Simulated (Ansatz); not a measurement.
Reactions of C3H7NO, SMILES `CN=COC`.

Calculated with Ansatz (gas phase, PBE0-D4/def2-TZVP geometries, no zero-point term in ΔE). CBS: MP2 limit from def2 TZ/QZ plus the TZ coupled-cluster correction, frozen cores. This one scheme is used for every species. Double bonds are as drawn, so ΔE can hold a change between cis and trans. Triplets are unrestricted, without spin–orbit coupling. Elements past krypton have def2 core potentials. For Sb, Sn outer-core shells are correlated without core-valence functions, which leaves a few kJ/mol of doubt a bond. One conformer a species, not always the lowest.

Order these by ΔE at CCSD(T)/CBS, lowest first. (Estimate.)
A. `C/N=C/OC` → `CC1(N)CO1`
B. `C/N=C/OC` + `C[O][Sn]([OH])([O]C)[O]C` → `C[O][Sn]([O]C)([O]C)[O]C` + `COC=N`
C. `C/N=C/OC` + `[CH2]1[O][SbH]1` → `C[CH]1[O][SbH]1` + `COC=N`
D. `C/N=C/OC` → `CNC(C)=O`
E. `C/N=C/OC` → `[CH2]` (triplet) + `C/N=C/O`
F. `C/N=C/OC` + H₂S → `C/N=C/S` + CH₃OH
G. `C/N=C/OC` → `[CH2]` (triplet) + `COC=N`

D (-1.19 eV), C (-0.47 eV), A (+0.17 eV), F (+0.28 eV), B (+0.37 eV), E (+4.06 eV), G (+4.25 eV).

Largest T1 diagnostic: 0.016, for `[CH2]1[O][SbH]1`.
